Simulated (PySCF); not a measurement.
Job file and geometry (Å, from GFN2-xTB) of an NMR shielding run on SMILES C(C[P@H+]([BH3-])C)#C, C4H10BP, PySCF, GIAO PBE0/pcSseg-1 NMR shielding, non-relativistic, gas phase; density fitting, a coarse starting grid and PySCF grid level 2 are the driver's defaults:

```
{"job": {"kind": "nmr", "xc": "PBE0", "basis": "pcSseg-1"}, "charge": 0, "multiplicity": 1}
B     -2.414444    -0.337996    -0.012004
P     -0.580850     0.048926     0.370345
C      0.068525     1.670731    -0.178703
C      0.615281    -1.145847    -0.379284
C      1.979165    -0.857532    -0.013963
C      3.095626    -0.585025     0.322591
H     -2.613106    -1.431044     0.416930
H     -3.050457     0.511852     0.525498
H     -2.457764    -0.279227    -1.205794
H     -0.095893     0.046351     1.681289
H     -0.147856     1.786495    -1.240815
H     -0.449365     2.459038     0.365305
H      1.141870     1.743838    -0.009898
H      0.483845    -1.099317    -1.466027
H      0.334370    -2.150059    -0.045798
H      4.083457    -0.372240     0.603684
```

Task: What does the program print?

Result: 
```
coarse grid: 13256 points
cycle   1  E = -524.0502174114  dE =  5.662e-01  |g| = 5.096e-01  |ddm| = 3.594e+00
cycle   2  E = -524.0573480946  dE = -7.131e-03  |g| = 4.863e-01  |ddm| = 1.290e+00
cycle   3  E = -524.1254031233  dE = -6.806e-02  |g| = 1.085e-01  |ddm| = 6.134e-01
cycle   4  E = -524.1279693785  dE = -2.566e-03  |g| = 4.581e-02  |ddm| = 1.090e-01
cycle   5  E = -524.1284668462  dE = -4.975e-04  |g| = 9.569e-03  |ddm| = 3.513e-02
cycle   6  E = -524.1284901886  dE = -2.334e-05  |g| = 1.841e-03  |ddm| = 1.301e-02
cycle   7  E = -524.1284910094  dE = -8.208e-07  |g| = 4.963e-04  |ddm| = 2.089e-03
final grid: 121688 points
cycle   8  E = -524.1658204813  dE = -3.873e-05  |g| = 7.309e-03  |ddm| = 4.345e-02
cycle   9  E = -524.1658200002  dE =  4.811e-07  |g| = 7.595e-03  |ddm| = 1.277e-02
cycle  10  E = -524.1658344178  dE = -1.442e-05  |g| = 1.207e-03  |ddm| = 6.503e-03
cycle  11  E = -524.1658347585  dE = -3.407e-07  |g| = 3.667e-04  |ddm| = 1.090e-03
cycle  12  E = -524.1658347905  dE = -3.193e-08  |g| = 9.733e-05  |ddm| = 3.452e-04
cycle  13  E = -524.1658347931  dE = -2.619e-09  |g| = 1.451e-05  |ddm| = 1.183e-04
cycle  14  E = -524.1658347932  dE = -6.594e-11  |g| = 5.204e-06  |ddm| = 2.820e-05
converged SCF energy = -524.1658347932

GIAO shielding tensors (ppm)
atom      isotropic    diamagn.    paramagn.     s11        s22        s33       span
  0 B      149.817     189.247     -39.430    145.460    146.294    157.697     12.237
  1 P      338.825     967.611    -628.787    274.289    325.928    416.256    141.967
  2 C      178.716     255.901     -77.185    169.605    176.564    189.980     20.374
  3 C      169.555     255.097     -85.542    156.090    167.463    185.113     29.023
  4 C      103.242     262.552    -159.310      2.986     12.202    294.538    291.552
  5 C      107.941     257.538    -149.597     34.457     38.403    250.962    216.506
  6 H       30.915      28.763       2.153     27.192     29.508     36.045      8.853
  7 H       30.890      28.733       2.156     27.277     29.179     36.212      8.935
  8 H       31.050      29.064       1.985     27.705     29.840     35.604      7.900
  9 H       27.003      31.172      -4.169     24.054     24.701     32.255      8.201
 10 H       30.670      31.479      -0.809     26.784     27.912     37.313     10.530
 11 H       30.407      30.431      -0.024     25.716     27.504     38.002     12.286
 12 H       29.532      32.027      -2.495     23.627     29.135     35.833     12.206
 13 H       29.431      30.264      -0.834     24.574     28.626     35.092     10.518
 14 H       28.998      29.027      -0.029     22.926     28.579     35.487     12.561
 15 H       30.036      34.115      -4.079     24.601     24.989     40.519     15.918
```

Size and cost of the density-fitted run: 159 basis functions, about 50 core-seconds.
